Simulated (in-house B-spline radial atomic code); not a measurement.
# RPA and G0W0 on PBEsol: Kr³⁺

Configuration [Ar] 3d10 4s2 4p3, highest spin, mean-field start PBEsol. Computed with a B-spline radial code for spherical atoms: all electrons, non-relativistic, point nucleus, each spin shell either full or empty, empty states to l = 9 with an (l + 1/2)⁻⁴ tail; G0W0 by contour deformation at full frequency.

Command:
```bash
python run_gw.py task.json out
```
Settings (radii: box in bohr, nucleus in fm):
```
Z                        36
electrons                33
configuration            [Ar] 3d10 4s2 4p3
hamiltonian              nr
method                   pbesol
lmax                     9
spin_polarised           True
box_radius               14.14
intervals                52
```

Run time, properties included: 2.1 s on 1 thread of Arm Neoverse V2, on a shared host.

Energies (hartree):

```tsv
term	value
mean-field total	-2748.97661
Hartree-Fock functional on these orbitals	-2749.43376
direct second order	-2.7976
second-order exchange	0.81822
SOSEX correction	0.75225
```

(1) What is the RPA correlation energy, and what remains with SOSEX?

Quasi-particle levels (eV):

```csv
level,occupied,mean field,Σx - vxc,Σc,QP weight,G0W0
4p up,yes,-44.60,-6.34,?,?,?
4s down,yes,-55.68,-3.93,-2.47,0.938,-62.08
4p down,no,-40.97,7.88,-2.88,0.939,-35.97
```

G0W0 = mean field + (Σx - vxc) + Σc, with Σc (partial-wave tail included) taken at the quasi-particle energy. Only the outer levels were computed. Levels of low weight are left out.

(2) Where does G0W0 put 4p up?

Results:

(1) RPA gives -2.4344 hartree (-2.01 eV per electron); RPA + SOSEX gives -1.6821, and the second-order doubles -1.9794 hartree (no singles). SOSEX takes back 31 % of the RPA value.

(2) At -51.24 eV, with Σc = -0.29 eV and a quasi-particle weight of 0.937. The tabulated removal energy is 50.85 ± 0.11 eV (NIST, measured); the calculation leaves out relativity, Breit and QED terms, and what these don't explain is the method's own error.
